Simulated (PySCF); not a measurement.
# Two-component Hartree-Fock for La³⁺ (lanthanum, charge +3)

Start: [Xe]. Calculated with PySCF 2.14 in x2c-TZVPall-2c (11s11p10d2f, 108 functions): generalised Hartree-Fock with the X2C-1e Hamiltonian and a Gaussian nucleus; one run each with spin-orbit coupling (SO) switched off, then screened by Boettger's factors.

```json
{"spinor shell": "1s1/2", "electrons": "2", "ε, spin-free (eV)": "-39144.4", "ε, screened SO (eV)": "-39139.5", "weight of nominal j (screened SO)": "1.000", "rms radius, screened SO (bohr)": "0.0286"}
{"spinor shell": "2s1/2", "electrons": "2", "ε, spin-free (eV)": "-6359.6", "ε, screened SO (eV)": "-6358.1", "weight of nominal j (screened SO)": "1.000", "rms radius, screened SO (bohr)": "0.116"}
{"spinor shell": "2p1/2", "electrons": "2", "ε, spin-free (eV)": "-5695.4", "ε, screened SO (eV)": "-5984.2", "weight of nominal j (screened SO)": "1.000", "rms radius, screened SO (bohr)": "0.100"}
{"spinor shell": "2p3/2", "electrons": "4", "ε, spin-free (eV)": "-5695.4", "ε, screened SO (eV)": "-5567.6", "weight of nominal j (screened SO)": "1.000", "rms radius, screened SO (bohr)": "0.106"}
{"spinor shell": "3s1/2", "electrons": "2", "ε, spin-free (eV)": "-1424.6", "ε, screened SO (eV)": "-1424.2", "weight of nominal j (screened SO)": "1.000", "rms radius, screened SO (bohr)": "0.303"}
{"spinor shell": "3p1/2", "electrons": "2", "ε, spin-free (eV)": "-1207.7", "ε, screened SO (eV)": "-1265.3", "weight of nominal j (screened SO)": "1.000", "rms radius, screened SO (bohr)": "0.295"}
{"spinor shell": "3p3/2", "electrons": "4", "ε, spin-free (eV)": "-1207.7", "ε, screened SO (eV)": "-1181.9", "weight of nominal j (screened SO)": "1.000", "rms radius, screened SO (bohr)": "0.308"}
{"spinor shell": "3d3/2", "electrons": "4", "ε, spin-free (eV)": "-895.94", "ε, screened SO (eV)": "-906.25", "weight of nominal j (screened SO)": "1.000", "rms radius, screened SO (bohr)": "0.279"}
{"spinor shell": "3d5/2", "electrons": "6", "ε, spin-free (eV)": "-895.94", "ε, screened SO (eV)": "-888.62", "weight of nominal j (screened SO)": "1.000", "rms radius, screened SO (bohr)": "0.283"}
{"spinor shell": "4s1/2", "electrons": "2", "ε, spin-free (eV)": "-325.67", "ε, screened SO (eV)": "-325.53", "weight of nominal j (screened SO)": "1.000", "rms radius, screened SO (bohr)": "0.694"}
{"spinor shell": "4p1/2", "electrons": "2", "ε, spin-free (eV)": "-252.23", "ε, screened SO (eV)": "-264.56", "weight of nominal j (screened SO)": "1.000", "rms radius, screened SO (bohr)": "0.719"}
{"spinor shell": "4p3/2", "electrons": "4", "ε, spin-free (eV)": "-252.23", "ε, screened SO (eV)": "-246.67", "weight of nominal j (screened SO)": "1.000", "rms radius, screened SO (bohr)": "0.745"}
{"spinor shell": "4d3/2", "electrons": "4", "ε, spin-free (eV)": "-142.54", "ε, screened SO (eV)": "-144.37", "weight of nominal j (screened SO)": "1.000", "rms radius, screened SO (bohr)": "0.820"}
{"spinor shell": "4d5/2", "electrons": "6", "ε, spin-free (eV)": "-142.54", "ε, screened SO (eV)": "-141.20", "weight of nominal j (screened SO)": "1.000", "rms radius, screened SO (bohr)": "0.830"}
{"spinor shell": "5s1/2", "electrons": "2", "ε, spin-free (eV)": "-71.708", "ε, screened SO (eV)": "-71.685", "weight of nominal j (screened SO)": "1.000", "rms radius, screened SO (bohr)": "1.65"}
{"spinor shell": "5p1/2", "electrons": "2", "ε, spin-free (eV)": "-50.454", "ε, screened SO (eV)": "-52.407", "weight of nominal j (screened SO)": "1.000", "rms radius, screened SO (bohr)": "1.83"}
{"spinor shell": "5p3/2", "electrons": "4", "ε, spin-free (eV)": "-50.454", "ε, screened SO (eV)": "-49.569", "weight of nominal j (screened SO)": "1.000", "rms radius, screened SO (bohr)": "1.89"}
```

```json
{"quantity": "E (hartree)", "spin-free": "-8486.46755", "screened SO": "-8489.91327"}
{"quantity": "M_J", "spin-free": "0", "screened SO": "0"}
{"quantity": "⟨J²⟩", "spin-free": "0.000", "screened SO": "0.000"}
{"quantity": "⟨L²⟩", "spin-free": "0.000", "screened SO": "0.037"}
{"quantity": "⟨S²⟩", "spin-free": "0.000", "screened SO": "0.037"}
```

Breit and QED terms are absent; they matter most for the inner s and p1/2 levels.

Densities and radii are taken from the X2C orbitals without a picture-change correction, which distorts them close to the nucleus.

Without spin-orbit coupling the j labels of p, d and f shells carry no meaning; the spin-free column gives the mean over the occupied spinors of each nl shell.
